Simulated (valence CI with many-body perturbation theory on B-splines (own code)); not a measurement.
The numbers below are computed, except where a source is named.
**I⁴⁵⁺: what each term of the Hamiltonian does**

Method: valence CI with perturbative core correlation (CI+MBPT): six valence electrons over a frozen Dirac-Fock core [He], radial functions for each j: 9 s, 9 p, 8 d, 6 f, 3 g, 1 h, with the one-electron correlation potential Σ1 (screened to all orders), the two-electron term Σ2, the three-electron term Σ3, Breit, model QED; selected single and double excitations, second order for the rest, scaled by the run's own slope (own B-spline code, finite nucleus).

The last digits are not significant, and no measured levels were compared; by estimate large intervals hold to a few tenths of a per cent, small ones and those within an open d or f shell to about a per cent. Among the levels kept, up to 2500 cm⁻¹ of a level comes from second order outside the variational space, and about a tenth of that is noise between levels of different J, which matters for small intervals.

Each rung adds one term. CI alone is the Dirac-Coulomb CI over the frozen core; QED comes last and gives the full result, which names the levels. Energies are above (2s^2 2p1/2^2 2p3/2^2) J=2 on the same rung, in Ry.

Levels are named by their leading jj configuration (3d3/2^4 stands for four electrons in 3d with j = 3/2), which in mixed levels can hold well under half, so a name can repeat and another be missing.

| Level | CI alone |
| --- | --- |
| (2s^2 2p1/2^2 2p3/2^2) J=0 | 2.51 |
| (2s^2 2p1/2 2p3/2^3) J=1 | 22.76 |
| (2s^2 2p1/2 2p3/2^3) J=2 | 24.17 |
| (2s 2p1/2^2 2p3/2^3) J=2 | 41.62 |
| (2s 2p1/2^2 2p3/2^3) J=1 | 45.37 |
| (2s^2 2p3/2^4) J=0 | 47.82 |
| (2s 2p1/2 2p3/2^4) J=0 | 64.96 |
| (2s 2p1/2 2p3/2^4) J=1 | 67.38 |
| (2p1/2^2 2p3/2^4) J=0 | 89.23 |
| (2s^2 2p1/2^2 2p3/2 3s) J=2 | 314.67 |
| (2s^2 2p1/2^2 2p3/2 3s) J=1 | 315.14 |
| (2s^2 2p1/2^2 2p3/2 3p1/2) J=1 | 320.11 |
| (2s^2 2p1/2^2 2p3/2 3p1/2) J=2 | 320.29 |
| (2s^2 2p1/2^2 2p3/2 3p3/2) J=3 | 326.73 |
| (2s^2 2p1/2^2 2p3/2 3p3/2) J=1 | 326.72 |
| (2s^2 2p1/2^2 2p3/2 3p3/2) J=2 | 328.04 |

Q: What do these energies become with core correlation, Breit and QED?

A: (2s^2 2p1/2^2 2p3/2^2) J=0 2.72 (+0.206); (2s^2 2p1/2 2p3/2^3) J=1 22.57 (-0.191); (2s^2 2p1/2 2p3/2^3) J=2 23.78 (-0.389); (2s 2p1/2^2 2p3/2^3) J=2 41.22 (-0.392); (2s 2p1/2^2 2p3/2^3) J=1 45.01 (-0.360); (2s^2 2p3/2^4) J=0 47.34 (-0.471); (2s 2p1/2 2p3/2^4) J=0 64.36 (-0.597); (2s 2p1/2 2p3/2^4) J=1 66.68 (-0.703); (2p1/2^2 2p3/2^4) J=0 88.52 (-0.702); (2s^2 2p1/2^2 2p3/2 3s) J=2 314.47 (-0.208); (2s^2 2p1/2^2 2p3/2 3s) J=1 314.94 (-0.196); (2s^2 2p1/2^2 2p3/2 3p1/2) J=1 319.93 (-0.174); (2s^2 2p1/2^2 2p3/2 3p1/2) J=2 320.07 (-0.228); (2s^2 2p1/2^2 2p3/2 3p3/2) J=3 326.40 (-0.336); (2s^2 2p1/2^2 2p3/2 3p3/2) J=1 326.40 (-0.315); (2s^2 2p1/2^2 2p3/2 3p3/2) J=2 327.73 (-0.308).

Q: How does the ionisation energy move along the ladder, and which term matters most?

A: CI alone 7817.5, + Σ1 7817.8, + Σ2 7818.0, + Σ3 7817.8, + Breit 7811.9, + QED 7811.6 eV. The largest step is Breit, -5.9 eV. NIST lists 7811 ± 4 eV (theoretical).
